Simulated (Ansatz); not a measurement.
Molecule: C6H13N, charge 0, multiplicity 1. 
Geometry from a B3LYP-D3(BJ)/def2-TZVP (Ansatz, a first-principles code) optimisation:
SMILES: NC1CCCCC1
```xyz
20

C     -1.8937     0.1557     0.0009
C     -1.2277    -1.2159     0.1234
C      0.1906    -1.0968     0.6822
C      1.0496    -0.1478    -0.1516
C      0.3808     1.2213    -0.2608
C     -1.0364     1.1162    -0.8253
N      2.3675    -0.0029     0.4704
H     -2.0382     0.5751     1.0027
H     -2.8870     0.0563    -0.4439
H     -1.8258    -1.8732     0.7590
H     -1.1913    -1.6875    -0.8651
H      0.6653    -2.0821     0.7260
H      0.1600    -0.7146     1.7075
H      1.1142    -0.5674    -1.1701
H      0.3554     1.6673     0.7386
H      0.9905     1.8811    -0.8861
H     -0.9907     0.7581    -1.8598
H     -1.4994     2.1052    -0.8593
H      2.9592     0.6063    -0.0837
H      2.8356    -0.9005     0.5292
```
Charge 0, spin multiplicity 1.

Parts of the frozen-core correlation energy in aug-cc-pVDZ (Ansatz, hartree). Frozen orbitals: 7; correlated occupied orbitals by spin: 21 and 21; virtual: 250 and 250. Spin-orbit coupling is left out. No relativistic terms.

```
term                            value
-------------------------  ----------
reference (HF)             -289.27075
MP2 opposite-spin                   ?
MP2 same-spin                -0.25766
CCSD correlation                    ?
(T)                                 ?
T1 diagnostic                   0.010
largest doubles amplitude       0.008
```

Some entries are withheld; supply them.


- MP2 opposite-spin, value: -0.81104
- CCSD correlation, value: -1.14786
- (T), value: -0.04054
